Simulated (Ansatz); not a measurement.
Reactions of `N[SiH](F)[Si](N)(O)O`.

Computed with Ansatz on PBE0-D4/def2-TZVP structures; ΔE is electronic, products minus reactants. CCSD(T)/CBS is the MP2 limit (def2-TZVPP, def2-QZVPP) plus CCSD(T) − MP2 in def2-TZVPP, frozen cores. This one scheme is used for every species. DFT in def2-TZVPP. For Br outer-core shells are correlated without core-valence functions, which leaves a few kJ/mol of doubt a bond. Scalar relativity is left out up to krypton. One conformer a species, not always the lowest.

| reaction | CCSD(T)/CBS(def2) (eV) |
| --- | --- |
| `N[SiH](F)[Si](N)(O)O` + H₂O → `N[Si](O)(O)O` + `N[SiH2]F` | -1.40 |
| `N[SiH](F)[Si](N)(O)O` + `N[SiH2]N` → `N[SiH2]N[SiH](N)F` + `N[SiH](O)O` | -1.05 |
| `N[SiH](F)[Si](N)(O)O` + `N[SiH2]F` → `N[Si@H](F)[Si@@H](N)F` + `N[SiH](O)O` | ? |
| `N[SiH](F)[Si](N)(O)O` + `CNC` → `CN(C)[SiH](N)F` + `N[SiH](O)O` | -0.95 |
| `N[SiH](F)[Si](N)(O)O` + HBr → `N[SiH](F)Br` + `N[SiH](O)O` | -1.22 |

Question: Fill in the missing values. (Estimate.)

Answer: Computed: `N[SiH](F)[Si](N)(O)O` + `N[SiH2]F` → `N[Si@H](F)[Si@@H](N)F` + `N[SiH](O)O`: +0.04 eV.

Largest T1 diagnostic: 0.012, for `N[SiH](F)[Si](N)(O)O`.
